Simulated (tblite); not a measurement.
Compound: C6H14NPSi.
Numbering: `[CH3:1][C:2]#[C:3][P@@:4]([CH3:5])([CH2:6][CH3:7])=[N:8][SiH3:9]` (hydrogens: H10, H11, H12 on C1; H13, H14, H15 on C5; H16, H17 on C6; H18, H19, H20 on C7; H21, H22, H23 on Si9)

Computed geometry: GFN2-xTB, gas phase.

Task: What internal coordinates does the optimisation give?

Result: 
```json
{"bond": "C1–C2", "length (pm)": "144.4", "order": "single"}
{"bond": "C2≡C3", "length (pm)": "120.7", "order": "triple"}
{"bond": "C3–P4", "length (pm)": "177.4", "order": "single"}
{"bond": "P4–C5", "length (pm)": "182.3", "order": "single"}
{"bond": "P4–C6", "length (pm)": "185.0", "order": "single"}
{"bond": "C6–C7", "length (pm)": "152.0", "order": "single"}
{"bond": "P4=N8", "length (pm)": "156.2", "order": "double"}
{"bond": "N8–Si9", "length (pm)": "171.7", "order": "single"}
{"bond": "C1–H10, C1–H11, C1–H12", "length (pm)": "109.0", "order": "single"}
{"bond": "C5–H13, C5–H14, C5–H15", "length (pm)": "108.9", "order": "single"}
{"bond": "C6–H16", "length (pm)": "109.2", "order": "single"}
{"bond": "C6–H17", "length (pm)": "109.4", "order": "single"}
{"bond": "C7–H18, C7–H19, C7–H20", "length (pm)": "108.9", "order": "single"}
{"bond": "Si9–H21, Si9–H22", "length (pm)": "147.2", "order": "single"}
{"bond": "Si9–H23", "length (pm)": "146.1", "order": "single"}
```

Bonds in one row agree within 1 pm and their mean is given. Orders are formal, as drawn. A selection of angles:
```json
{"angle": "C2–C1–H10", "degrees": "109.6"}
{"angle": "H10–C1–H11", "degrees": "109.0"}
{"angle": "C1–C2–C3", "degrees": "176.3"}
{"angle": "C2–C3–P4", "degrees": "168.8"}
{"angle": "C3–P4–C5", "degrees": "103.9"}
{"angle": "C3–P4–C6", "degrees": "101.2"}
{"angle": "C3–P4–N8", "degrees": "117.6"}
{"angle": "C5–P4–C6", "degrees": "106.4"}
{"angle": "C5–P4–N8", "degrees": "108.6"}
{"angle": "C6–P4–N8", "degrees": "117.8"}
{"angle": "P4–C5–H13", "degrees": "108.7"}
{"angle": "P4–C5–H14", "degrees": "110.9"}
{"angle": "P4–C5–H15", "degrees": "107.9"}
{"angle": "H13–C5–H14", "degrees": "110.6"}
{"angle": "H13–C5–H15", "degrees": "108.8"}
{"angle": "P4–C6–C7", "degrees": "109.7"}
{"angle": "P4–C6–H16", "degrees": "109.8"}
{"angle": "P4–C6–H17", "degrees": "106.5"}
{"angle": "C7–C6–H16", "degrees": "111.9"}
{"angle": "C7–C6–H17", "degrees": "110.5"}
{"angle": "H16–C6–H17", "degrees": "108.2"}
{"angle": "C6–C7–H18", "degrees": "111.1"}
{"angle": "C6–C7–H20", "degrees": "109.4"}
{"angle": "H18–C7–H19", "degrees": "108.4"}
{"angle": "H18–C7–H20", "degrees": "108.8"}
{"angle": "P4–N8–Si9", "degrees": "128.1"}
{"angle": "N8–Si9–H21", "degrees": "112.7"}
{"angle": "N8–Si9–H23", "degrees": "103.0"}
{"angle": "H21–Si9–H22", "degrees": "106.3"}
{"angle": "H21–Si9–H23", "degrees": "111.5"}
{"angle": "H22–Si9–H23", "degrees": "109.8"}
```

Dihedral angles: C3–P4–C6–C7 180° (antiperiplanar); C3–P4–N8–Si9 -63° (synclinal).

Of the pairs four or more bonds apart, Si9···H20 is among the closest relative to their van der Waals radii: 3.38 Å, 102 % of the sum of Bondi's values. C3 (alkyne carbon) is bent (angle 168.8°). The 3 C–C bonds span 1.207 Å (C2≡C3, drawn triple) to 1.520 Å (C6–C7, drawn single), a spread of 0.313 Å. The C–P distances run from 1.774 Å (C3–P4, drawn single) to 1.850 Å (P4–C6, drawn single), a spread of 0.076 Å. P4 (phosphorus bonded to 3 C and N) is distorted tetrahedral (angles from 101.2° to 117.8°). Si9 (SiH3 silicon) is distorted tetrahedral (angles from 103.0° to 113.6°).

Point group: C1 (no symmetry element, even within 0.4 Å). Its GFN2-xTB frequencies are all real (lowest 30 cm⁻¹). One conformer, not necessarily the lowest.
